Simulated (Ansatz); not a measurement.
One change: `F[Si]1(F)CO1` becomes `F[Si]1([SeH])CO1`.

Ansatz, PBE0-D4/def2-TZVP geometries, multiplicity 1. Each molecule was computed in one conformer, which needn't be the lowest.

Scalar relativity is left out up to krypton.

```
                                        property  `F[Si]1(F)CO1`
              HOMO energy (PBE0/def2-TZVPP) / eV           -8.48
            HOMO–LUMO gap (PBE0/def2-TZVPP) / eV            8.35
size of the dipole moment (B3LYP/def2-TZVPP) / D            1.78
  size of the dipole moment (PBE/def2-TZVPP) / D            1.62
             HOMO–LUMO gap (PBE/def2-TZVPP) / eV            5.87
               LUMO energy (PBE/def2-TZVPP) / eV           -1.16
```

Q: Give the same properties after the change, and the shifts. (Best estimate.)

A: Ansatz gave: 
```
                                        property  `F[Si]1([SeH])CO1`  shift
              HOMO energy (PBE0/def2-TZVPP) / eV               -7.54   0.94
            HOMO–LUMO gap (PBE0/def2-TZVPP) / eV                6.95  -1.40
size of the dipole moment (B3LYP/def2-TZVPP) / D                1.99   0.21
  size of the dipole moment (PBE/def2-TZVPP) / D                1.81   0.19
             HOMO–LUMO gap (PBE/def2-TZVPP) / eV                4.82  -1.05
               LUMO energy (PBE/def2-TZVPP) / eV               -1.49  -0.33
```

With PBE0 the HOMO rises by 0.94 eV and the LUMO falls by 0.46 eV, so the gap narrows by about 1.40 eV. PBE moves the HOMO by 0.72 eV and ωB97M-V by 1.07 eV. Dipoles are sizes alone; their direction can turn.

B3LYP here is the variant with VWN-RPA as its local correlation; programs differ in this.

Spin–orbit coupling is left out; it splits and shifts lone-pair levels of the heavy atoms by tenths of an eV.
